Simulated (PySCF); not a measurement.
PySCF input file for Be(SeH)(GeH3) (BeGeH₄Se), SMILES [GeH3][Be][SeH], PBE-D3(BJ)/def2-SVP. Geometry optimised at PBE-D3(BJ)/def2-SVP. The structure was generated by enumeration; whether it is a known compound was not checked. The values are those of a single conformer.

```python
import numpy as np
from pyscf import gto, scf, dft, df
from pyscf.hessian import thermo

mol = gto.M(
    atom='''
    Be    0.02499500    0.04987445   -0.07731564
    Se    0.72000914    1.17870912   -1.63695752
    H     2.10448511    0.82808698   -1.21490796
    Ge   -0.74389142   -1.14671909    1.59406212
    H    -0.70689329   -2.67899487    1.32618056
    H     0.05215436   -0.92216021    2.91280588
    H    -2.22551134   -0.80752892    1.93175208
    ''',
    basis='def2-SVP',
    charge=0,
    spin=0,
    max_memory=1600,
    verbose=3,
)
mf = dft.RKS(mol, xc='pbe').density_fit(auxbasis='def2-universal-jkfit')
mf.disp = 'd3bj'
mf.grids.level = 3
mf.conv_tol = 1e-11
mf.max_cycle = 100
mf.kernel()

# [left out here: the lines that compute and print the analytic Hessian (its translational invariance restored by hand, since the grid's response is missing), thermochemistry and intensities]
```

Output:

```
converged SCF energy = -4494.44790127299

WARN: DFTD3 does not support analytical Hessian, using finite difference


WARN: Mole.unit (angstrom) is changed to Bohr

Mode                                 0                   1                   2
Irrep
Freq [cm^-1]                      -21.5076            143.2893            152.3859
Reduced mass [au]                   1.0172              2.7733              3.2883
Force const [Dyne/A]               -0.0003              0.0335              0.0450
Char temp [K]                     -30.9447            206.1614            219.2494
Normal mode                   x     y     z       x     y     z       x     y     z
       0  Be                -0.01 -0.00 -0.01    0.26 -0.06  0.07   -0.01 -0.23 -0.17
       1  Se                 0.00 -0.01 -0.01   -0.02  0.00 -0.00   -0.00  0.01  0.01
       2   H                 0.02  0.68  0.51    0.09  0.19 -0.21   -0.00 -0.01  0.00
       3  Ge                -0.00 -0.00 -0.00   -0.01  0.00 -0.00    0.00  0.01  0.00
       4   H                -0.26  0.01 -0.09   -0.17 -0.00  0.01   -0.09 -0.05  0.33
       5   H                 0.20 -0.20 -0.09   -0.20 -0.09  0.12    0.07  0.25 -0.08
       6   H                 0.10  0.20  0.21   -0.02  0.20 -0.25    0.04  0.16  0.01
Mode                                 3                   4                   5
Irrep
Freq [cm^-1]                      189.0618            390.5508            425.1633
Reduced mass [au]                  26.2408              1.1411              1.3093
Force const [Dyne/A]                0.5526              0.1025              0.1394
Char temp [K]                     272.0179            561.9156            611.7154
Normal mode                   x     y     z       x     y     z       x     y     z
       0  Be                -0.01  0.00  0.01    0.09 -0.02  0.03    0.00  0.12  0.09
       1  Se                -0.03 -0.04  0.06   -0.00 -0.00  0.00    0.00 -0.00 -0.00
       2   H                -0.03 -0.05  0.07    0.14  0.20 -0.31    0.00 -0.01 -0.01
       3  Ge                 0.03  0.05 -0.06   -0.02  0.01 -0.01   -0.00 -0.02 -0.02
       4   H                 0.03  0.04 -0.06    0.34  0.01  0.00   -0.17 -0.11  0.58
       5   H                 0.02  0.03 -0.05    0.39  0.14 -0.26    0.10  0.46 -0.14
       6   H                 0.03  0.03 -0.06    0.03 -0.33  0.48    0.09  0.34  0.06
Mode                                 6                   7                   8
Irrep
Freq [cm^-1]                      538.1481            769.5746            840.3020
Reduced mass [au]                   1.2398              1.0499              8.4728
Force const [Dyne/A]                0.2115              0.3664              3.5249
Char temp [K]                     774.2753           1107.2465           1209.0075
Normal mode                   x     y     z       x     y     z       x     y     z
       0  Be                -0.14  0.02 -0.03    0.01  0.02 -0.02   -0.11 -0.18  0.25
       1  Se                 0.01 -0.01  0.01   -0.00 -0.00  0.00    0.01  0.01 -0.02
       2   H                 0.30  0.47 -0.64    0.00  0.00 -0.00   -0.01 -0.01  0.02
       3  Ge                 0.01 -0.00  0.00   -0.01 -0.01  0.02    0.00  0.01 -0.01
       4   H                -0.13  0.00 -0.02    0.22  0.10 -0.50    0.04  0.02 -0.04
       5   H                -0.13 -0.02  0.08    0.34  0.35 -0.28    0.05  0.02 -0.04
       6   H                -0.01  0.08 -0.14    0.00  0.37 -0.43    0.01  0.04 -0.06
Mode                                 9                  10                  11
Irrep
Freq [cm^-1]                      858.5157            861.0818           2048.4159
Reduced mass [au]                   1.0180              1.0196              1.0139
Force const [Dyne/A]                0.4421              0.4454              2.5067
Char temp [K]                    1235.2130           1238.9050           2947.2144
Normal mode                   x     y     z       x     y     z       x     y     z
       0  Be                -0.00 -0.02 -0.01   -0.01  0.01 -0.01    0.00  0.00 -0.00
       1  Se                 0.00  0.00  0.00    0.00 -0.00  0.00   -0.00 -0.00  0.00
       2   H                 0.00 -0.00 -0.00    0.01  0.01 -0.02   -0.00  0.00 -0.00
       3  Ge                -0.00 -0.01 -0.01   -0.01  0.00 -0.00   -0.01 -0.00  0.01
       4   H                 0.33  0.06 -0.26    0.59 -0.05  0.37   -0.02  0.38  0.09
       5   H                -0.46  0.21  0.25    0.15 -0.56  0.01   -0.30 -0.09 -0.46
       6   H                 0.21  0.43  0.50    0.06  0.36 -0.15    0.69 -0.17 -0.14
Mode                                12                  13                  14
Irrep
Freq [cm^-1]                     2055.2329           2058.3659           2339.1597
Reduced mass [au]                   1.0233              1.0232              1.0203
Force const [Dyne/A]                2.5467              2.5542              3.2892
Char temp [K]                    2957.0225           2961.5302           3365.5301
Normal mode                   x     y     z       x     y     z       x     y     z
       0  Be                 0.00 -0.00  0.00    0.00 -0.00 -0.00   -0.00  0.00 -0.00
       1  Se                -0.00  0.00 -0.00   -0.00  0.00  0.00   -0.01  0.00 -0.00
       2   H                -0.00 -0.00  0.00   -0.00 -0.00  0.00    0.93 -0.22  0.26
       3  Ge                 0.01 -0.00  0.01    0.00 -0.01 -0.01    0.00 -0.00  0.00
       4   H                 0.02  0.13  0.03   -0.02  0.89  0.15    0.00  0.00  0.00
       5   H                -0.37 -0.11 -0.64    0.18  0.03  0.29   -0.00 -0.00 -0.00
       6   H                -0.60  0.14  0.15   -0.21  0.03  0.04    0.00  0.00 -0.00
temperature 298.1500 [K]
pressure 101325.00 [Pa]
Rotational constants [GHz] 59.95843 0.71034 0.70816
Symmetry number 1
Zero-point energy (ZPE) 0.03114 [Eh]   81760.259 [J/mol]
                           tot       elec      trans        rot        vib
Entropy [J/mol/K]       329.679      0.000    172.399    112.000     45.280
Cv [J/mol/K]             75.870      0.000     12.472     12.472     50.927
Cp [J/mol/K]             84.185      0.000     20.786     12.472     50.927
Internal energy [J/mol]                      3718.434   3718.434  89522.227
Internal energy [Eh]   -4494.41097  -4494.44790
Enthalpy [J/mol]                             6197.391   3718.434  89522.227
Enthalpy [Eh]          -4494.41003
Gibbs free energy [J/mol]                  -45203.294 -29674.473  76022.008
Gibbs free energy [Eh] -4494.44747
mode   freq/cm-1   IR/(km/mol)
   1      -21.51         4.496
   2      143.29        12.768
   3      152.39         6.861
   4      189.06         1.076
   5      390.55         0.619
   6      425.16         2.810
   7      538.15         1.413
   8      769.57       122.292
   9      840.30       138.956
  10      858.52        22.116
  11      861.08        24.664
  12     2048.42        70.213
  13     2055.23       104.313
  14     2058.37       104.260
  15     2339.16         4.453
max |gradient| / (hartree/bohr): 6.023405615824164e-05
APT charges: [ 0.4751 -0.3282  0.0158  0.4771 -0.2163 -0.2123 -0.2113]
```

The run converged. The end point has an imaginary mode, so it is no minimum.

Cost: around 60 core-seconds (rough).
